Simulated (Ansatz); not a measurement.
XCu4 (charge +1): LDA (SPW92)/def2-TZVP single points in Ansatz on relaxed structures, gas phase. Each cluster is the lowest isomer that a short search found in that spin, judged at the geometry's level, and lower ones may exist. Core potentials for Y, Zr, no spin–orbit coupling. HOMO and LUMO are taken over both spins. The structures are stationary points that may keep the symmetry of their start. Remarks come from the PBE and PBE0 runs and from stability tests at other levels; not every state was tested. HOMO above LUMO (over both spins in singlets and doublets, within one spin in higher multiplets; at PBE or PBE0), or a gap under 0.15 eV within one spin, warns that the state may not be the lowest or that an electron is smeared out.

```tsv
species	atoms	state	geometry	HOMO (eV)	LUMO (eV)	gap (eV)	lowest of the spins relaxed	point group (within 0.1 Å)	remarks
Cu4O⁺	5	doublet	B3LYP-D4/def2-SVP	-9.91	-9.43	0.48	–	–	gap within one spin near zero at PBE or PBE0 (quartet)
ZrCu4⁺	5	doublet	PBE-D4/def2-SVP	-8.81	-8.40	0.41	doublet, of doublet/quartet	C2v	quartet lower at PBE0, spin-contaminated (⟨S²⟩ up to 1.08)
YCu4⁺	5	singlet	r2SCAN-D4/def2-SVP	-8.60	-8.07	0.53	–	–	restricted SCF unstable in HF
```

The gap (eV) runs from 0.41 (ZrCu4⁺) to 0.53 (YCu4⁺).
